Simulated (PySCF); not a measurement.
sodium atom (Na), doublet. Base run: DF-R2SCAN/def2-SVP (PySCF).

Input for PySCF:
```python
from pyscf import gto, scf, dft

mol = gto.M(
    atom='''
Na    0.00000000    0.00000000    0.00000000
''',
    basis='def2-svp',
    spin=1,
    verbose=4,
)

mf = dft.UKS(mol)
mf.xc = 'r2scan'
mf = mf.density_fit(auxbasis='def2-universal-jkfit')
mf.kernel()
mf.analyze()
```

The base run was repeated with changes; each row names its change, and settings that it needs were set with it.

```json
[
 {"change": "base", "basis functions": "15", "E (Eh)": "-162.18458", "HOMO (eV)": "-3.03"},
 {"change": "basis = STO-3G", "basis functions": "9", "E (Eh)": "-160.04631", "HOMO (eV)": "6.18"},
 {"change": "basis = pcseg-0", "basis functions": "…", "E (Eh)": "…", "HOMO (eV)": "-3.03"},
 {"change": "basis = aug-pcseg-1", "basis functions": "14", "E (Eh)": "-162.23745", "HOMO (eV)": "-3.07"},
 {"change": "basis = cc-pVDZ", "basis functions": "18", "E (Eh)": "-162.24433", "HOMO (eV)": "-3.11"},
 {"change": "basis = pc-2", "basis functions": "19", "E (Eh)": "-162.25042", "HOMO (eV)": "-3.10"},
 {"change": "basis = 6-31+G*", "basis functions": "…", "E (Eh)": "…", "HOMO (eV)": "…"},
 {"change": "basis = 6-311G**", "basis functions": "26", "E (Eh)": "-162.23747", "HOMO (eV)": "-3.09"},
 {"change": "basis = aug-cc-pVDZ", "basis functions": "27", "E (Eh)": "-162.24438", "HOMO (eV)": "-3.11"},
 {"change": "basis = 6-311++G**", "basis functions": "30", "E (Eh)": "-162.23757", "HOMO (eV)": "-3.09"},
 {"change": "basis = def2-TZVPP", "basis functions": "32", "E (Eh)": "-162.24443", "HOMO (eV)": "-3.10"},
 {"change": "basis = 6-311+G(2d,p)", "basis functions": "35", "E (Eh)": "-162.23757", "HOMO (eV)": "-3.09"},
 {"change": "basis = cc-pVQZ", "basis functions": "…", "E (Eh)": "…", "HOMO (eV)": "-3.10"}
]
```

Question: Complete the blanks.

Answer: 
- basis = pcseg-0, basis functions: 10
- basis = pcseg-0, E (Eh): -162.04053
- basis = 6-31+G*, basis functions: 22
- basis = 6-31+G*, E (Eh): -162.23291
- basis = 6-31+G*, HOMO (eV): -3.12
- basis = cc-pVQZ, basis functions: 59
- basis = cc-pVQZ, E (Eh): -162.25181

Totals compare only among sets that treat the same electrons; sets with core potentials leave the core out.

Open shells are given as the SCF converged; they aren't shown to be the lowest states, and a large step between rows can be another state.
